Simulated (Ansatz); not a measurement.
Predict a relaxed structure of MoI4, charge 0, triplet, at r2SCAN-D4/def2-SVP (Ansatz).


```
atom    x (Å)    y (Å)    z (Å)
 Mo1   0.0000   0.0000   0.0000
  I2   2.4233  -0.5902  -0.6932
  I3  -1.2134   1.1342  -1.9855
  I4   0.0502   1.6190   2.0192
  I5  -1.2600  -2.1630   0.6594
```
Point group Td (tolerance 0.1 Å). The metal has 4 neighbours: I 2.59 Å, I 2.59 Å, I 2.59 Å, I 2.59 Å. This is one stationary point.

In the def2 sets I, Mo take a core potential; there is no spin–orbit coupling. The relaxation made no stability test and no search for a lower SCF solution.
